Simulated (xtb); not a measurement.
xtb input file for Zn(Br)(OSiH3) (BrH3OSiZn), SMILES [SiH3][O][Zn][Br], GFN2-xTB. 

```
$ xtb mol.xyz --gfn 2 --sp --chrg 0 --uhf 0 --json
$ cat mol.xyz
7

Zn    -0.13377530     0.13778924    -0.24751336
Br    -1.09071853     0.59293539     1.67897901
O      1.09258694    -0.65450798    -1.13185203
Si     1.92872136    -1.13345863    -2.42958114
H      1.03928363    -1.93505574    -3.27645436
H      3.02166284    -1.90715771    -1.84397801
H      2.38466664     0.06028203    -3.14947991
```

It prints:

```
[banner left out]
          |                Calculation Setup                |
           -------------------------------------------------



           -------------------------------------------------
          |                 G F N 2 - x T B                 |
           -------------------------------------------------

        Reference                      10.1021/acs.jctc.8b01176
      * Hamiltonian:
        H0-scaling (s, p, d)           1.850000    2.230000    2.230000
        zeta-weighting                 0.500000
      * Dispersion:
        s8                             2.700000
        a1                             0.520000
        a2                             5.000000
        s9                             5.000000
      * Repulsion:
        kExp                           1.500000    1.000000
        rExp                           1.000000
      * Coulomb:
        alpha                          2.000000
        third order                    shell-resolved
        anisotropic                    true
        a3                             3.000000
        a5                             4.000000
        cn-shift                       1.200000
        cn-exp                         4.000000
        max-rad                        5.000000


          ...................................................
          :                      SETUP                      :
          :.................................................:
          :  # basis functions                  31          :
          :  # atomic orbitals                  29          :
          :  # shells                           13          :
          :  # electrons                        22          :
          :  max. iterations                   250          :
          :  Hamiltonian                  GFN2-xTB          :
          :  restarted?                      false          :
          :  GBSA solvation                  false          :
          :  PC potential                    false          :
          :  electronic temp.          300.0000000     K    :
          :  accuracy                    1.0000000          :
          :  -> integral cutoff          0.2500000E+02      :
          :  -> integral neglect         0.1000000E-07      :
          :  -> SCF convergence          0.1000000E-05 Eh   :
          :  -> wf. convergence          0.1000000E-03 e    :
          :  Broyden damping             0.4000000          :
          :  net charge                          0          :
          :  unpaired electrons                  0          :
          ...................................................

 iter      E             dE          RMSdq      gap      omega  full diag
   1    -12.0070689 -0.120071E+02  0.130E+01    3.48       0.0  T
   2    -12.0621329 -0.550640E-01  0.465E+00    4.31       1.0  T
   3    -12.0256882  0.364447E-01  0.624E+00    2.59       1.0  T
   4    -12.1113195 -0.856313E-01  0.281E+00    2.92       1.0  T
   5    -12.1157358 -0.441629E-02  0.161E+00    3.05       1.0  T
   6    -12.1171101 -0.137436E-02  0.596E-01    3.21       1.0  T
   7    -12.1176064 -0.496285E-03  0.420E-01    3.31       1.0  T
   8    -12.1177683 -0.161869E-03  0.232E-01    3.29       1.0  T
   9    -12.1178126 -0.443408E-04  0.919E-02    3.28       1.0  T
  10    -12.1178252 -0.125997E-04  0.246E-02    3.26       1.5  T
  11    -12.1178252  0.465821E-07  0.217E-02    3.27       1.7  T
  12    -12.1178259 -0.759447E-06  0.623E-03    3.26       6.1  T
  13    -12.1178260 -0.244665E-07  0.256E-03    3.26      14.8  T
  14    -12.1178260 -0.284859E-07  0.416E-04    3.26      90.9  T
  15    -12.1178260 -0.105645E-09  0.276E-04    3.26     136.8  T

   *** convergence criteria satisfied after 15 iterations ***

         #    Occupation            Energy/Eh            Energy/eV
      -------------------------------------------------------------
         1        2.0000           -0.8638151             -23.5056
       ...           ...                  ...                  ...
         5        2.0000           -0.4874828             -13.2651
         6        2.0000           -0.4869741             -13.2512
         7        2.0000           -0.4787795             -13.0283
         8        2.0000           -0.4561154             -12.4115
         9        2.0000           -0.4551820             -12.3861
        10        2.0000           -0.4201268             -11.4322
        11        2.0000           -0.4198414             -11.4245 (HOMO)
        12                         -0.2998667              -8.1598 (LUMO)
        13                         -0.1740866              -4.7371
        14                         -0.1664681              -4.5298
        15                         -0.1594021              -4.3376
        16                         -0.1039374              -2.8283
       ...                                ...                  ...
        29                          1.3117598              35.6948
      -------------------------------------------------------------
                  HL-Gap            0.1199747 Eh            3.2647 eV
             Fermi-level           -0.3598541 Eh           -9.7921 eV

 SCC (total)                   0 d,  0 h,  0 min,  0.007 sec
 SCC setup                      ...        0 min,  0.000 sec (  0.916%)
 Dispersion                     ...        0 min,  0.000 sec (  0.321%)
 classical contributions        ...        0 min,  0.000 sec (  0.153%)
 integral evaluation            ...        0 min,  0.001 sec ( 15.662%)
 iterations                     ...        0 min,  0.004 sec ( 60.743%)
 molecular gradient             ...        0 min,  0.001 sec ( 21.160%)
 printout                       ...        0 min,  0.000 sec (  0.903%)

         :::::::::::::::::::::::::::::::::::::::::::::::::::::
         ::                     SUMMARY                     ::
         :::::::::::::::::::::::::::::::::::::::::::::::::::::
         :: total energy             -12.066437162117 Eh    ::
         :: gradient norm              0.000223748388 Eh/a0 ::
         :: HOMO-LUMO gap              3.264678395767 eV    ::
         ::.................................................::
         :: SCC energy               -12.117827438498 Eh    ::
         :: -> isotropic ES            0.101944813571 Eh    ::
         :: -> anisotropic ES         -0.000544278273 Eh    ::
         :: -> anisotropic XC         -0.019240777093 Eh    ::
         :: -> dispersion             -0.004388749529 Eh    ::
         :: repulsion energy           0.051390276380 Eh    ::
         :: add. restraining           0.000000000000 Eh    ::
         :: total charge               0.000000000000 e     ::
         :::::::::::::::::::::::::::::::::::::::::::::::::::::

           -------------------------------------------------
          |                Property Printout                |
           -------------------------------------------------

    * Orbital Energies and Occupations

         #    Occupation            Energy/Eh            Energy/eV
      -------------------------------------------------------------
         1        2.0000           -0.8638151             -23.5056
         2        2.0000           -0.7563557             -20.5815
         3        2.0000           -0.6505461             -17.7023
         4        2.0000           -0.5452380             -14.8367
         5        2.0000           -0.4874828             -13.2651
         6        2.0000           -0.4869741             -13.2512
         7        2.0000           -0.4787795             -13.0283
         8        2.0000           -0.4561154             -12.4115
         9        2.0000           -0.4551820             -12.3861
        10        2.0000           -0.4201268             -11.4322
        11        2.0000           -0.4198414             -11.4245 (HOMO)
        12                         -0.2998667              -8.1598 (LUMO)
        13                         -0.1740866              -4.7371
        14                         -0.1664681              -4.5298
        15                         -0.1594021              -4.3376
        16                         -0.1039374              -2.8283
        17                         -0.0473777              -1.2892
        18                         -0.0010655              -0.0290
        19                          0.0015972               0.0435
        20                          0.0129454               0.3523
        21                          0.0130494               0.3551
        22                          0.0212364               0.5779
       ...                                ...                  ...
        29                          1.3117598              35.6948
      -------------------------------------------------------------
                  HL-Gap            0.1199747 Eh            3.2647 eV
             Fermi-level           -0.3598541 Eh           -9.7921 eV

     #   Z          covCN         q      C6AA      α(0)
     1  30 Zn       1.591     0.327   121.202    21.506
     2  35 Br       0.798    -0.091   187.160    22.057
     3   8 O        1.508    -0.488    22.756     6.433
     4  14 Si       3.579     0.512    98.136    19.047
     5   1 H        0.917    -0.092     5.295     3.599
     6   1 H        0.919    -0.076     4.780     3.420
     7   1 H        0.917    -0.092     5.306     3.603

 Mol. C6AA /au·bohr⁶  :       2098.457690
 Mol. C8AA /au·bohr⁸  :     110645.725717
 Mol. α(0) /au        :         79.664269


Wiberg/Mayer (AO) data.
largest (>0.10) Wiberg bond orders for each atom

 ---------------------------------------------------------------------------
     #   Z sym  total        # sym  WBO       # sym  WBO       # sym  WBO
 ---------------------------------------------------------------------------
     1  30 Zn   2.024 --     2 Br   1.087     3 O    0.888
     2  35 Br   1.278 --     1 Zn   1.087     3 O    0.191
     3   8 O    2.275 --     4 Si   1.104     1 Zn   0.888     2 Br   0.191
     4  14 Si   3.808 --     3 O    1.104     7 H    0.889     5 H    0.889
                             6 H    0.881
     5   1 H    0.991 --     4 Si   0.889
     6   1 H    0.986 --     4 Si   0.881
     7   1 H    0.991 --     4 Si   0.889
 ---------------------------------------------------------------------------

Topologies differ in total number of bonds
Writing topology from bond orders to xtbtopo.mol

molecular dipole:
                 x           y           z       tot (Debye)
 q only:       -0.063       0.087      -0.368
   full:        0.305      -0.029      -1.524       3.951
molecular quadrupole (traceless):
                xx          xy          yy          xz          yz          zz
 q only:        0.015      -0.592      -0.532      -1.020       0.617       0.518
  q+dip:        1.473       2.619       5.170       8.523      -4.604      -6.643
   full:        1.456       2.591       5.086       8.125      -4.328      -6.542


           -------------------------------------------------
          | TOTAL ENERGY              -12.066437162117 Eh   |
          | GRADIENT NORM               0.000223748388 Eh/α |
          | HOMO-LUMO GAP               3.264678395767 eV   |
           -------------------------------------------------

------------------------------------------------------------------------
------------------------------------------------------------------------
 total:
 SCF:
Note: The following floating-point exceptions are signalling: IEEE_DENORMAL
normal termination of xtb
```

The run converged.
